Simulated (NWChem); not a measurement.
# HTeF; SMILES F[TeH]

```xyz
3

Te    -0.0297    -0.2800     0.0000
H      1.6362    -0.4078     0.0000
F     -0.0103     1.6631     0.0000
```
Atoms are numbered in this order, from 1.

Computed with NWChem. Geometry: optimised at PBE0/def2-SVP. def2 effective core potentials on Te; no spin-orbit coupling. Ions are spin-unrestricted doublets at the neutral geometry; other ion states weren't tried. Functional: LC-ωPBE (HJS hole) with def2-SVP; rows give the range parameter ω in 1/bohr.

| range parameter (1/bohr) | vertical ionisation energy, ΔSCF (eV) | −ε(HOMO) (eV) | ΔSCF minus −ε(HOMO) (eV) |
|---|---|---|---|
| 0.05 | 8.90 | 6.05 | 2.85 |
| 0.25 | 9.03 | 8.31 | 0.72 |
| 0.30 | (withheld) | (withheld) | (withheld) |
| 0.35 | 9.14 | 8.94 | 0.20 |
| 0.60 | 9.35 | 9.73 | -0.38 |

Question: Fill in the missing entries.

Answer: 
- 0.30, vertical ionisation energy, ΔSCF (eV): 9.08
- 0.30, −ε(HOMO) (eV): 8.66
- 0.30, ΔSCF minus −ε(HOMO) (eV): 0.42
